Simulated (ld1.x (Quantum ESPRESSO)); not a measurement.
The numbers below are computed, except where a source is named.
# Pseudopotentials across the periodic table

Generated with ld1.x 7.5 (TM, RRKJ, ultrasoft, PAW), atompaw 4.2 or ONCVPSP 4.0.1. The cutoff is in Ry: for ld1.x and atompaw files where the sum of valence levels is converged to 10 mRy in a Bessel basis, for ONCV files where the hardest occupied wave has 1 mHa per electron of residual kinetic energy. The error is the largest all-electron minus pseudo excitation energy over each file’s own four to seven test configurations (ionisations up to +4, promotions, holes and added fractions of an electron), all of which were solved. The labels leave out finer settings (local radius, basis sizes, second energies), which also bear on the numbers. Spin-polarised tests are not counted. The rows are a selection from randomly drawn settings: files with unsolved tests, undetermined cutoffs or missed reference levels are left out.

A true bound ghost makes a file unfit for plane-wave use even where its test errors are small: the radial tests pick states by their node count and pass the ghost by.

```csv
element,potential,cutoff (Ry),largest error (meV),bound ghosts
N,"PAW, LDA (PZ), non-relativistic, rc 0.90/1.15 (sp), local smoothed, core correction yes, reference 2s2 2p3",50,-39,none
N,"TM, PBE, scalar-relativistic, rc 1.00/1.65 (sp), local smoothed, core correction yes, reference 2s2 2p2",55,+976,none
Se,"RRKJ, LDA (PZ), scalar-relativistic, rc 1.35/1.60/1.30 (spd), local p, core correction yes, reference 4s2 4p2.5",35,-111,"s, d"
Rb,"TM semilocal, revPBE, scalar-relativistic, rc 4.00/3.15/4.20 (spd), local s, core correction yes, reference 4d0 5s0 5p1",6,-5.0,none
Mo,"PAW, PBE, scalar-relativistic, rc 1.55/1.60/1.30 (spd), local smoothed, core correction yes, reference 4s2 4p6 4d3 5s0 5p0",50,-20,none
Tl,"TM semilocal, LDA (PZ), non-relativistic, rc 2.45/3.00/3.30 (spd), local p, core correction yes, reference 6s2 6p0",15,-101,none
```

Fill in the row for Ne: TM, LDA (PZ), non-relativistic, rc 0.60/0.90 (sp), local smoothed, core correction yes, reference 2s2 2p5.

cutoff 230 Ry, largest error +442 meV, bound ghosts: none.
